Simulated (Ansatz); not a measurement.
Program: Ansatz. Geometries: PBE0-D4/def2-TZVP. ΔE: electronic, gas phase. CCSD(T)/CBS adds triple-zeta CCSD(T) − MP2 to the extrapolated MP2 energy (def2 sets, frozen cores). Functionals use def2-TZVPP. Each species was taken in one conformer, which may not be the lowest.

`FBOCS` → `OCB(F)S`  (isomerisation)

```
         level  ΔE (kcal/mol)
   LDA (SPW92)            6.0
       ωB97M-V            7.5
       r2SCAN0            6.7
 HF/def2-QZVPP           11.3
MP2/def2-QZVPP            7.9
  HF/CBS(def2)           11.3
 MP2/CBS(def2)            7.7
CCSD/CBS(def2)            7.7
```

Task: What does CCSD(T)/CBS give? (Best estimate.)

Result: The calculation gave: +7.5 kcal/mol. The listed levels differ from it by -1.5, 0.0, -0.8, 3.8, 0.4, 3.8, 0.2, 0.2 kcal/mol.

Largest T1 diagnostic among the species: 0.013.

Leaving LDA and LC-ωPBE aside and taking each functional with its dispersion term where it has one, the values, not all of them listed here, spread over 3.3 kcal/mol, from revPBE-D4 to BHLYP-D4. In def2-TZVPP, CCSD(T) changes the Hartree–Fock value by −3.1 kcal/mol (the triples alone add −0.2 kcal/mol) and MP2 by −2.9 kcal/mol. At CCSD(T), def2-SVP lies +2.0 kcal/mol from the extrapolated value and def2-TZVPP +0.4 kcal/mol.
